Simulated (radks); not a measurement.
The numbers below are computed, except where a source is named.
Orbital eigenvalues (eV) of the chromium ion Cr7+, [Ne] 3s2 3p5, at several levels of relativity; Dirac values are averaged over j with weights 2j + 1. Spin-unpolarised spherical Kohn-Sham, PBEsol, point nucleus unless stated (finite: rms radius 3.6452 fm), a radial shooting solver on a logarithmic mesh with Libxc functionals. A level marked "c x" has the speed of light scaled by that factor and shares open shells by 2j + 1; other Dirac levels either fill j = l - 1/2 first or share by 2j + 1.

| shell | non-rel. | scalar-rel. | Dirac, 2j+1 shares | Dirac, c x 0.85 | change of magnitude, last against first (%) |
|---|---|---|---|---|---|
| 1s | -5974.9 | -6021.4 | -6020.3 | -6038.1 | +1.06 |
| 2s | -805.80 | -814.88 | -814.70 | -818.21 | +1.54 |
| 2p | -707.46 | -708.93 | -708.77 | -709.28 | +0.26 |
| 3s | -202.06 | -203.67 | -203.64 | -204.27 | +1.09 |
| 3p | -173.20 | -173.48 | -173.46 | -173.56 | +0.21 |
